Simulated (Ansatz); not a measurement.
Mulliken charges of CH2OSe2, SMILES `OC1[Se][Se]1` from r2SCAN/def2-TZVPP in Ansatz (PBE0-D4/def2-TZVP geometry).

```tsv
atom	x (Å)	y (Å)	z (Å)	charge (e)
O1	0.583	1.035	-0.388	-0.273
C2	-0.085	0.004	0.203	0.051
Se3	1.016	-1.389	0.943	-0.020
Se4	-0.494	-1.625	-0.841	-0.087
H5	-0.056	1.626	-0.801	0.211
H6	-0.922	0.285	0.837	0.118
```

Problem. By hand: the dipole of these point charges (1 e Å = 4.8032 D).

Solution. Σ q r = (-0.261, 0.264, 0.100) e Å, of length 0.384 e Å = 1.84 D.

Problem. How does the dipole of the full density compare? (Estimate.)

Solution. Computed: (-0.317, 0.414, 0.003) e Å, 2.50 D; the point charges give 0.74 times that, at 16° from its direction.

Point charges leave out the atoms' own dipoles, such as those of lone pairs, and Mulliken's split depends on the basis, so the two needn't agree.
